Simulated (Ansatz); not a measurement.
Basis sets compared for `COc1ccc(-c2cc(C)c(-c3cc(C)c(-c4cc(C)c(-c5cc(C)c(-c6cc(C)c(-c7cc(C)c(-c8ccc(C(F)=C(F)F)cc8)s7)s6)s5)s4)s3)s2)cc1`. The state is a singlet with charge 0. Geometry PBE-D4/def2-SVP. Ansatz on 11 threads of AMD EPYC 7R13 on a shared host and a whole NVIDIA H100 80GB HBM3; times are rough, and most runs start from earlier orbitals.

Cartesian coordinates in Å:
```
C 9.861 0.310 14.156
O 9.474 1.024 12.997
C 8.610 0.430 12.130
C 8.261 1.182 10.986
C 7.385 0.657 10.040
C 6.815 -0.634 10.190
C 5.898 -1.190 9.199
C 5.421 -2.492 9.071
C 4.531 -2.702 7.983
C 3.915 -4.036 7.671
C 4.314 -1.524 7.246
C 3.507 -1.279 6.078
C 3.361 -0.081 5.373
C 2.489 -0.142 4.258
C 2.202 1.037 3.373
C 1.939 -1.426 4.087
C 1.028 -1.936 3.097
C 0.535 -3.240 2.975
C -0.348 -3.451 1.888
C -0.959 -4.785 1.571
C -0.552 -2.276 1.140
C -1.341 -2.063 -0.045
C -2.374 -2.829 -0.592
C -2.937 -2.302 -1.785
C -4.061 -2.971 -2.525
C -2.331 -1.094 -2.173
C -2.589 -0.226 -3.291
C -1.984 1.001 -3.579
C -2.437 1.631 -4.765
C -1.911 2.953 -5.245
C -3.426 0.874 -5.420
C -4.160 1.130 -6.633
C -5.199 0.373 -7.182
C -5.719 0.866 -8.408
C -6.871 0.207 -9.117
C -5.071 2.041 -8.821
C -5.293 2.890 -9.989
C -5.035 4.284 -9.940
C -5.229 5.102 -11.051
C -5.702 4.570 -12.276
C -5.893 5.483 -13.399
F -5.565 6.779 -13.174
C -6.361 5.219 -14.646
F -6.489 6.137 -15.588
F -6.741 4.018 -15.067
C -5.956 3.178 -12.338
C -5.752 2.363 -11.224
S -3.825 2.498 -7.675
S -3.759 -0.608 -4.541
S -1.052 -0.655 -1.051
S 0.352 -0.937 1.823
S 2.524 -2.522 5.327
S 5.218 -0.188 7.938
C 7.173 -1.368 11.344
C 8.057 -0.856 12.301
H 10.383 -0.640 13.903
H 8.991 0.076 14.810
H 10.559 0.966 14.709
H 8.702 2.182 10.864
H 7.141 1.257 9.149
H 5.724 -3.304 9.746
H 4.175 -4.384 6.648
H 4.262 -4.805 8.388
H 2.806 -4.001 7.723
H 3.888 0.839 5.665
H 2.486 0.840 2.318
H 2.763 1.928 3.714
H 1.122 1.297 3.369
H 0.826 -4.043 3.668
H -0.463 -5.591 2.147
H -0.872 -5.027 0.492
H -2.041 -4.815 1.825
H -2.752 -3.745 -0.123
H -3.759 -3.270 -3.551
H -4.941 -2.302 -2.633
H -4.392 -3.884 -1.992
H -1.217 1.444 -2.927
H -1.394 2.860 -6.224
H -2.725 3.695 -5.385
H -1.188 3.373 -4.521
H -5.594 -0.527 -6.687
H -7.536 0.948 -9.602
H -6.526 -0.493 -9.908
H -7.478 -0.385 -8.404
H -4.691 4.734 -8.996
H -5.025 6.179 -10.978
H -6.304 2.720 -13.272
H -5.918 1.283 -11.327
H 6.740 -2.365 11.510
H 8.301 -1.464 13.182
```

Single mean-field runs in def2-SVP, def2-TZVP are fitted with def2-universal-jkfit.

Binding counts from free atoms (C triplet, O triplet, F doublet, S triplet, H doublet) in the same basis, without a counterpoise term.

```csv
level,functions,energy (Eh),HOMO (eV),LUMO (eV),binding per atom (eV),wall time
PBE-D4/def2-SVP,969,-4494.0861,-4.14,-2.72,5.29,13 s
PBE0-D4/def2-SVP,969,-4494.4009,-4.87,-2.28,5.16,14 s
```

(1) Estimate the rows for PBE-D4/def2-TZVP, PBE0-D4/def2-TZVP (with forces).

Results:

(1) 
```tsv
level	functions	energy (Eh)	HOMO (eV)	LUMO (eV)	binding per atom (eV)	wall time
PBE-D4/def2-TZVP	1951	-4497.1868	-4.19	-2.81	5.21	20 s
PBE0-D4/def2-TZVP (with forces)	1951	-4497.4783	-4.85	-2.31	5.08	33 s
```
